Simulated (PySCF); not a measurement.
**A run with a changed setting**

The sound run of [Pb3]2+ (triplet) uses PySCF 2.14.0, UKS PBE, Pb def2-SVP with ECP60; non-relativistic Hamiltonian with scalar-relativistic core potentials where named; density fitting; no spin-orbit coupling, grid (50, 194), threshold 1e-8 and 55 cycles at the relaxed geometry. This run, with dm0 from free metal ions and neutral atoms, differs:

```python
mol = gto.M(atom='''
Pb     1.71353    -0.00062    -0.00000
Pb    -0.85634     1.92956     0.00000
Pb    -0.85719    -1.92894     0.00000''',
    basis={'Pb': 'def2-SVP'},
    ecp={'Pb': 'def2-SVP'},
    charge=2, spin=2)
mf = dft.UKS(mol, xc='PBE')
mf.grids.atom_grid = (15, 26)
mf = mf.density_fit()  # fitting sets: Pb def2-universal-JKFIT
mf.conv_tol = 1e-08; mf.max_cycle = 55
mf.kernel(dm0)
mf.nuc_grad_method().kernel()
```

Problem. What was changed, and how did it end?

Solution. The integration grid was changed. It converged in 12 cycles, 9.090 eV from the sound run, largest force component 1.62 eV/Å. These settings are unsound on purpose: the numbers aren't the compound's.
```
init E= -574.220405120148
cycle= 1 E= -577.516394155501  delta_E= -3.3  |g|= 0.661  |ddm|= 2.59
cycle= 2 E= -577.251737139512  delta_E= 0.265  |g|= 0.738  |ddm|= 3.09
cycle= 3 E= -577.491123686959  delta_E= -0.239  |g|= 0.462  |ddm|= 2.23
cycle= 4 E= -577.774188628481  delta_E= -0.283  |g|= 0.0401  |ddm|= 1.12
cycle= 5 E= -577.77426969066  delta_E= -8.11e-05  |g|= 0.0399  |ddm|=  0.2
...
cycle= 10 E= -577.776508066593  delta_E= -4.2e-06  |g|= 0.000226  |ddm|= 0.0109
cycle= 11 E= -577.776508300456  delta_E= -2.34e-07  |g|= 7.74e-05  |ddm|= 0.00387
cycle= 12 E= -577.77650830743  delta_E= -6.97e-09  |g|= 2.14e-05  |ddm|= 0.000293
Extra cycle  E= -577.776508298045  delta_E= 9.38e-09  |g|= 8.4e-05  |ddm|= 0.000294
converged SCF energy = -577.776508298045  <S^2> = 2.0911762  2S+1 = 3.0601806
```

Started from ions, an open shell can land on another state than the sound run's, and that then enters the shifts.

Run from Python with OMP_NUM_THREADS=2; the lines above give its settings. Where DIIS fails, smearing, a level shift and second-order steps follow.
It took 3.5 s on 2 threads of Arm Neoverse V1, with other jobs on the host.

Open shells may have lower solutions than the one found.
